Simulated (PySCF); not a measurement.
An unknown shows these calculated signals:

¹H NMR (300 MHz, computed): δ 5.95 (s, 1H), 5.61 (m, 2H), 5.41 (m, 2H), 4.82 (s, 3H).

¹³C{¹H} NMR (computed): δ 149.7 (C), 112.0 (CH).

Non-relativistic Hamiltonian, no solvent, rapidly exchanging positions averaged, single conformer. GFN2-xTB geometry; GIAO PBE0/pcSseg-1 shieldings; PySCF.

Shifts are taken against calculated references (same method and geometry level): ¹H, ¹³C against TMS.

Which of these does the molecule contain: a tert-butyl group, a Si–H bond, an NH or NH2 group, a non-aromatic C=C double bond, a CH3CH2 unit?

Answers


- A tert-butyl group: no.
- A Si–H bond: yes (δH 4.82 (s)).
- An NH or NH2 group: no.
- A non-aromatic C=C double bond: yes.
- A CH3CH2 unit: no.

The data belong to SMILES C1(O[SiH3])=CO[SiH2][SiH2]O1, C2H8O3Si3; they needn't prove each group on their own.

Carbon signals by region: 2 in the sp2 and nitrile region (100–160 ppm).

Shifts are as computed. Against solution values, carbons near 30 ppm lie about +3 ppm off and those near 130 ppm about +5 ppm. Of 1211 compounds with measured shifts, 218 miss one by over three times the rms of a fit or turn the order of signals round; such compounds aren't used in these exercises. No couplings were computed; multiplicities are counted from neighbouring protons, with m where these are inequivalent, close in shift, in a saturated or five-membered ring or joined by F or P, and br s for small geminal =CH2 splittings.
